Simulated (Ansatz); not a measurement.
Species: [Al(H)3(CH3OH)] with one electron removed (charge 1, multiplicity 2), formula CH₇AlO.

Q: How many basis functions does frozen-core CCSD(T)/cc-pVTZ // B3LYP-D3(BJ)/def2-SVP in Ansatz (a quantum-chemistry and plane-wave program) use, how many core orbitals are frozen, and how many electrons are correlated?

A: 192 basis functions and 7 frozen orbitals, which leaves 19 correlated electrons. Core time is of the order of minutes.
